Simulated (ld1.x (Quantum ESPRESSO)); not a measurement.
cobalt, TM: configuration errors across variants

Co (Z = 27), norm-conserving Troullier–Martins (Kleinman–Bylander form), made with ld1.x (Quantum ESPRESSO) 7.5 (PBE, scalar-relativistic). Core [Ar], reference 3d7 4s2 4p0. Waves: 4s (bound): rc 2.15 bohr; 4p (bound, empty): rc 2.45 bohr; 3d (bound): rc 1.60 bohr. Local part: all-electron potential smoothed inside 2.10 bohr (lloc = -1). Core correction: a·sin(br)/r model core, default radius (core density twice the valence density).

All-electron excitation energies from the reference (eV): (1) 3d7 4s1 4p0 9.030; (2) 3d7 4s0 4p0 25.816; (3) 3d6 4s0 4p0 61.686; (4) 3d6 4s2 4p1 9.660; (5) 3d7.5 4s1.5 4p0 -0.960; (6) 3d7 4s1 4p1 4.351; (7) 3d7 4s0 4p2 8.979.

The default core radius of the base comes out at 0.44 bohr.

3 further variants failed, have other tests or another functional or relativity, and are left out.

Errors AE − PS in meV (a dash: test not solved or not reliable):

| change | (1) | (2) | (3) | (4) | (5) | (6) | (7) | bound ghosts |
| --- | --- | --- | --- | --- | --- | --- | --- | --- |
| base | -5.6 | -39 | -234 | -218 | -42 | -1.6 | -5.9 | none |
| local potential the s channel | -6.5 | -40 | -412 | -373 | -66 | -2.1 | -8.3 | none |
| wave 3d (bound): rc 1.60 bohr becomes 3d (bound): rc 1.20 bohr | -7.8 | -52 | -250 | -288 | -51 | -2.4 | -8.9 | none |
| local potential all-electron potential smoothed inside 1.64 bohr (lloc = -1) | -1.8 | -39 | -168 | +142 | -28 | -0.9 | -5.2 | none |
| all radii but the core radius scaled by about 0.86 (s 1.86, p 2.12, d 1.38 bohr); local potential all-electron potential smoothed inside 1.82 bohr (lloc = -1) | -5.6 | -45 | -200 | -156 | -38 | -1.6 | -5.6 | none |
| wave 4p (bound): rc 2.45 bohr becomes 4p (bound): rc 2.30 bohr | -5.5 | – | -234 | -216 | -42 | -1.6 | -5.5 | none |
| core correction a·sin(br)/r model core inside 1.08 bohr | -5.3 | -38 | -232 | -212 | -41 | -1.6 | -5.6 | none |

**Question.** Give the same row for: wave 4s (bound): rc 2.15 bohr becomes 4s (bound): rc 2.00 bohr.

**Answer.** -5.6, -39, -233, -219, -42, -1.6, -5.9; bound ghosts: none.
